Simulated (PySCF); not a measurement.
```xyz
4
charge 1 multiplicity 1, angstrom
I     0.0001   -0.3088    0.0000
O     0.8526    1.2380   -0.7419
O    -1.7053   -0.0271    0.0000
O     0.8526    1.2380    0.7419
```

Method: PBE0/[I def2-TZVP with ECP28, O def2-TZVP], scalar-relativistic core potentials, density fitting, no spin–orbit coupling, PySCF.

This geometry of IO₃⁺ is a stationary point at this level.

Task: What is the point group?

Result: Cs.

Task: Is it a minimum?

Result: Yes: all harmonic wavenumbers are real.

Task: Which band is strongest in the infrared?

Result: 992 cm⁻¹ (a'), 29 km/mol.

Task: What are the dipole moment and the gap between the highest occupied and lowest empty levels?

Result: 3.20 D about the centre of mass and 4.08 eV.

Task: Give the ideal-gas entropy at 298.15 K and 1 bar by parts.

Result: translation 173.3, rotation 104.7, vibration 19.1, spin 0.0; total 297.1 J/(mol K).

Other isomers or separated fragments may lie lower.
